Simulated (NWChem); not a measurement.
# C$_{4}$H$_{4}$ClF; SMILES F[C@H]1C=C(Cl)C1

```xyz
10

F      0.0665     2.5469     0.4783
C      0.0302     1.5121    -0.4153
C      1.0330     0.4097    -0.2006
C      0.0530    -0.4963    -0.0700
Cl     0.0348    -2.1954     0.0827
C     -1.0942     0.4701    -0.1643
H      0.0219     1.9411    -1.4327
H      2.1221     0.3688    -0.2164
H     -1.6243     0.6535     0.7821
H     -1.8193     0.3050    -0.9769
```
Atoms are numbered in this order, from 1.

Results from NWChem. Coordinates come from a PBE0/def2-SVP optimisation. Level: M05-2X/def2-SVP with COSMO at NWChem's default radii, gas-phase geometry; the question gives the dielectric constant.

Problem. Estimate the computed values for dielectric constant 2.4. Quantities: electrostatic solvation energy (kcal/mol); dipole in solution (D).

Solution. 
* **electrostatic solvation energy (kcal/mol)**: -1.9
* **dipole in solution (D)**: 1.44
